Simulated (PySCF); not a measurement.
**Spin–spin coupling constants**

Molfile (atoms numbered from 1):
```
C3F2NO
     RDKit          3D

  7  6  0  0  0  0  0  0  0  0999 V2000
    2.2539   -0.1442   -1.0105 N   0  0  0  0  0  0  0  0  0  0  0  0
    1.2542    0.1346   -0.4953 C   0  0  0  0  0  0  0  0  0  0  0  0
    0.0686    0.4842    0.1135 C   0  0  0  0  0  0  0  0  0  0  0  0
   -0.1528    1.8537    0.2881 F   0  0  0  0  0  0  0  0  0  0  0  0
   -0.9125   -0.3719    0.5643 C   0  0  0  0  0  0  0  0  0  0  0  0
   -1.9820   -0.2174    1.1068 O   0  0  0  0  0  0  0  0  0  0  0  0
   -0.5261   -1.7341    0.3055 F   0  0  0  0  0  0  0  0  0  0  0  0
  1  2  3  0
  2  3  1  0
  3  4  1  0
  3  5  2  0
  5  6  1  0
  5  7  1  0
M  CHG  1   6  -1
M  END
```

Couplings: B3LYP/pcJ-1 in PySCF 2.14.0 with density-fitted response routines, geometry GFN2-xTB; gas phase, one conformer, non-relativistic. Couplings are averaged over pairs made equivalent by symmetry, fast rotation or ring inversion, so a value needn't be that of the named pair in this geometry, while other rotamers aren't included; one pair stands for each set, and the list holds those of at least 0.8 Hz over up to four bonds. One-bond C–F couplings come out tens of Hz too large with common functionals.

Isotopes: 13C, 19F, 15N, 17O. Couplings to quadrupolar nuclei such as 17O and 33S are rarely resolved in practice.

```json
{"pair": "N1, C2", "bonds": "1", "J (Hz)": "?"}
{"pair": "C2, C3", "bonds": "1", "J (Hz)": "135.3"}
{"pair": "C3, F4", "bonds": "1", "J (Hz)": "-197.5"}
{"pair": "C3, C5", "bonds": "1", "J (Hz)": "?"}
{"pair": "C5, O6", "bonds": "1", "J (Hz)": "22.7"}
{"pair": "C5, F7", "bonds": "1", "J (Hz)": "?"}
{"pair": "N1, C3", "bonds": "2", "J (Hz)": "3.8"}
{"pair": "C2, F4", "bonds": "2", "J (Hz)": "31.2"}
{"pair": "C2, C5", "bonds": "2", "J (Hz)": "?"}
{"pair": "C3, F7", "bonds": "2", "J (Hz)": "?"}
{"pair": "F4, C5", "bonds": "2", "J (Hz)": "32.7"}
{"pair": "O6, F7", "bonds": "2", "J (Hz)": "22.6"}
{"pair": "N1, F4", "bonds": "3", "J (Hz)": "-11.9"}
{"pair": "C2, F7", "bonds": "3", "J (Hz)": "-7.2"}
{"pair": "F4, O6", "bonds": "3", "J (Hz)": "-15.0"}
{"pair": "F4, F7", "bonds": "3", "J (Hz)": "-142.8"}
{"pair": "N1, F7", "bonds": "4", "J (Hz)": "-4.4"}
```

Problem. Estimate the withheld couplings, with signs.

Solution. 
- 1J(N1,C2) = -23.0 Hz (bond length 1.159 Å)
- 1J(C3,C5) = 154.8 Hz (bond length 1.378 Å)
- 1J(C5,F7) = -321.7 Hz (bond length 1.439 Å)
- 2J(C2,C5) = 13.5 Hz (angle at C3 127°)
- 2J(C3,F7) = 117.9 Hz (angle at C5 110°)
